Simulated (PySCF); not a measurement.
# LiAs: input and log

State: ³Σ⁻ (triplet), unpaired electrons π ↑↑.

An equivalent input (the run itself took its basis sets from the Basis Set Exchange, started from a PBE0 density and held the occupation σ 6α 6β, πx 3α 2β, πy 3α 2β, δx 1α 1β, δy 1α 1β):

```python
from pyscf import gto, scf, cc
mol = gto.M(atom='Li 0 0 0; As 0 0 2.44', basis={'Li': 'cc-pVDZ', 'As': 'cc-pVDZ-PP'}, ecp={'As': 'cc-pVDZ-PP'},
            charge=0, spin=2, verbose=4, symmetry='C2v')
mf = scf.UHF(mol)
mf.irrep_nelec = {'A1': (7, 7), 'A2': (1, 1), 'B1': (3, 2), 'B2': (3, 2)}
mf.conv_tol = 1e-9
mf.max_cycle = 60
mf.diis_space = 10
mf.kernel()
mycc = cc.CCSD(mf, frozen=[[0, 1, 2, 3, 36], [0, 1, 2, 3, 36]])
mycc.run(conv_tol=1e-7, conv_tol_normt=1e-5, max_cycle=80, diis_space=8)
et = mycc.ccsd_t()
```

The SCF ended at -338.65009302 hartree. The coupled-cluster part of the log:

```
******** <class 'pyscf.cc.uccsd.UCCSD'> ********
CC2 = 0
CCSD nocc = (10, 8), nmo = (32, 32)
frozen orbitals [[0, 1, 2, 3, 36], [0, 1, 2, 3, 36]]
max_cycle = 80
direct = 0
conv_tol = 1e-07
conv_tol_normt = 1e-05
diis_space = 8
diis_start_cycle = 0
diis_start_energy_diff = 1e+09
Init t2, MP2 energy = -0.0927367229261622
Init E_corr(UCCSD) = -0.0927367229270046
cycle = 1  E_corr(UCCSD) = -0.103614243476365  dE = -0.0108775205  norm(t1,t2) = 0.0506792
cycle = 2  E_corr(UCCSD) = -0.106837483566111  dE = -0.00322324009  norm(t1,t2) = 0.0192109
cycle = 3  E_corr(UCCSD) = -0.10806839494039  dE = -0.00123091137  norm(t1,t2) = 0.0110589
cycle = 4  E_corr(UCCSD) = -0.108403537134077  dE = -0.000335142194  norm(t1,t2) = 0.00493627
cycle = 5  E_corr(UCCSD) = -0.108316025048349  dE = 8.75120857e-05  norm(t1,t2) = 0.00307637
cycle = 6  E_corr(UCCSD) = -0.108295657156342  dE = 2.0367892e-05  norm(t1,t2) = 0.00135681
cycle = 7  E_corr(UCCSD) = -0.108323946369756  dE = -2.82892134e-05  norm(t1,t2) = 0.000685164
cycle = 8  E_corr(UCCSD) = -0.108327928594797  dE = -3.98222504e-06  norm(t1,t2) = 0.000315416
cycle = 9  E_corr(UCCSD) = -0.108325560931201  dE = 2.3676636e-06  norm(t1,t2) = 0.000162772
cycle = 10  E_corr(UCCSD) = -0.10832734985984  dE = -1.78892864e-06  norm(t1,t2) = 9.32325e-05
cycle = 11  E_corr(UCCSD) = -0.108327037939377  dE = 3.11920463e-07  norm(t1,t2) = 4.28385e-05
cycle = 12  E_corr(UCCSD) = -0.108327477152933  dE = -4.39213557e-07  norm(t1,t2) = 1.36367e-05
cycle = 13  E_corr(UCCSD) = -0.108327570551664  dE = -9.33987309e-08  norm(t1,t2) = 4.99188e-06
UCCSD converged
E(UCCSD) = -338.7584205920436  E_corr = -0.1083275705516644
UCCSD(T) correction = -0.00298177026339416
```

T1 diagnostic 0.011, D1 0.040, 18 electrons correlated, 1 of the virtual orbitals (those above 20 hartree) left out.

Repeating this along the bond gives Re = 2.471 Å and ωe = 419 cm⁻¹.

A point of this curve took 2.2 CPU seconds beside 0.13 for the integrals (shared host).

Correlated steps freeze 4 core orbitals. Spin–orbit coupling is left out. The state is the lowest determinant that a PBE0 search found; another state may lie lower at other levels.
